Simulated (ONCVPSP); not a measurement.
## Plane-wave convergence, ONCV potential for Sc

```
Element                 : Sc (Z = 21)
Generator               : ONCVPSP 4.0.1
Type                    : optimised norm-conserving Vanderbilt (ONCV)
Functional              : PBE
Relativity              : scalar-relativistic
Frozen core             : [Ne]
Valence charge          : 11
Reference configuration : 3s2 3p6 3d1 4s1.5 4p0.5
Partial waves           : 3s+4s: rc 1.85 bohr, ncon 3, nbas 7, qcut 4.9 1/bohr, 2 projectors; 3p+4p: rc 1.65 bohr, ncon 5, nbas 8, qcut 8.2 1/bohr, 2 projectors; 3d: rc 1.80 bohr, ncon 5, nbas 8, qcut 8.5 1/bohr, 3 projectors, debl 1.7 Ha
Local potential         : polynomial inside 1.15 bohr (lpopt 5, dvloc0 6 Ha)
Core correction         : Teter function, parameters optimised by the program
```

Task: For each optimised wave give the share of its norm inside rc, the residual kinetic energy above qcut (Ha) and the cutoffs (Ha) for errors of 10, 1, 0.1 and 0.01 mHa per electron.

Result:

```csv
wave,norm inside rc,residual KE,10 mHa,1 mHa,0.1 mHa,0.01 mHa
3s,0.956,1.6e-05,4.9,6.5,7.9,24.6
4s,0.054,3.8e-05,3.6,5.3,9.2,27.1
3p,0.855,2.3e-06,12.8,16.5,19.7,24.1
4p,0.022,2.4e-07,7.6,12.2,16.1,19.5
3d,0.598,2.4e-05,23.6,29.1,33.6,48.1
d projector 2,0.118,1.5e-04,25.4,31.7,38.5,79.5
d projector 3,0.136,7.2e-04,28.8,35.3,51.0,84.2
```

The occupied waves need 29 Ha and 34 Ha for 1 and 0.1 mHa.
